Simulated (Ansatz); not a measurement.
**Ligand exchange: C2H6TeZn + C2H8SeSi → Zn(CH3)(TeH) + C3H10SeSi**

Species: C2H6TeZn `[CH3][Zn][Te]C`, singlet; C2H8SeSi `CC[Se][SiH3]`, singlet; Zn(CH3)(TeH), singlet; C3H10SeSi `CC[Se][SiH2]C`, singlet. The partners trade CH3 for H: Te–CH3 and Si–H bonds give way to Te–H and Si–CH3.

Shapes, held fixed at every level: PBE0-D4/def2-TZVP. Flexible molecules stand in one conformer, not always the lowest. Programs: Ansatz 0.2.0. Electronic energies: no zero-point or thermal term.

```
               level                    kind  ΔE (kJ/mol)
       HF/def2-TZVPP            Hartree–Fock        -52.2
   PBE-D4/def2-TZVPP                     GGA        -51.1
r2SCAN-D4/def2-TZVPP                meta-GGA        -55.1
 B3LYP-D4/def2-TZVPP           global hybrid        -50.6
  PBE0-D4/def2-TZVPP           global hybrid        -55.0
  wB97X-V/def2-TZVPP  range-separated hybrid        -54.4
  wB97M-V/def2-TZVPP  range-separated hybrid        -56.3
```

wB97M-V/def2-TZVPP gives ΔE = -56.3 kJ/mol; the levels span -56.3 to -50.6. The median of the levels is -54.4. No measured value is set beside it here. For atoms past krypton def2 sets carry core potentials with scalar relativity. Relativity is left out for Se, Zn.
